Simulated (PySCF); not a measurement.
Work out the structure from these simulated measurements.

Elements present: C, Cl and H. Monoisotopic mass: 179.9300 u.

- Rotational structure: rotational constants A, B, C: 1.693, 0.395, 0.395 GHz [GFN2-xTB]
- 1H NMR: chemical shifts (computed TMS as zero) by class: 2.31 (3 H) ppm [GIAO PBE0/pcSseg-1]
- NMR, other nuclei: isotropic shieldings of nuclei other than C and H, by class: 372 (3 Cl) ppm [GIAO PBE0/pcSseg-1]
- Dipole: 4.19 D [PBE0/def2-SVPD]
- Triplet: lowest triplet excitation (Tamm–Dancoff): 3.46 eV [TDA PBE0/def2-SVPD]
- 13C NMR: chemical shifts (computed TMS as zero) by class: 102.5 (1 C), 100.1 (1 C), 90.8 (1 C), 70.4 (1 C), 69.8 (1 C), 6.0 (1 C) ppm [GIAO PBE0/pcSseg-1]
- UV, first state: lowest singlet excitation: 4.25 eV (292 nm, f = 0.000) [TDDFT PBE0/def2-SVPD]

The electronic properties come from PySCF, for the isolated species, density fitting. Levels stand in brackets. Geometry: GFN2-xTB; no solvent, vibrations or thermal averaging. NMR classes are plain means over equivalent atoms (diastereotopic ones count apart unless rotation or inversion swaps them), as if these changed places fast.

Question: Which formula fits the mass and the elements?

Answer: C6H3Cl3 (calculated 179.9300). No other formula that holds each of these elements comes within 0.0003 u with a fitting electron parity and a possible valence count.

Question: Propose a structure and show how it fits.

Answer: Numbering: `[CH3:1][C:2]#[C:3][C:4]#[C:5][C:6]([Cl:7])([Cl:8])[Cl:9]`. Its formula, C6H3Cl3, gives 4 degrees of unsaturation: 0 rings and 4 π bonds in the structure found. 6 carbons fall into 6 classes; from least to most shielded: CCl3 carbon [C6] (102.5 ppm), alkyne carbon [C2] (100.1 ppm), alkyne carbon [C4] (90.8 ppm), alkyne carbon [C5] (70.4 ppm), alkyne carbon [C3] (69.8 ppm), propargylic carbon [C1] (6.0 ppm). All hydrogens form one class (2.31 ppm): methyl hydrogen. The other shieldings belong to: 372 ppm, chlorine of a CCl3 group [Cl7/Cl8/Cl9]. By its constants the optimised geometry is a nearly prolate symmetric top. Structure: `CC#CC#CC(Cl)(Cl)Cl`. Computed isomers that give other values at the same levels: `C#C[C@@H]1C=C1C(Cl)(Cl)Cl` (13C chemical shifts (computed TMS as zero) by class: 132.3 (1 C), 117.5 (1 C), 114.7 (1 C), 90.1 (1 C), 72.1 (1 C), 19.7 (1 C) ppm). The assignments are read from this structure; whether some other isomer fits the data as well wasn't checked. NMR values of atoms bound to several Cl lack the spin–orbit term that these neighbours bring.
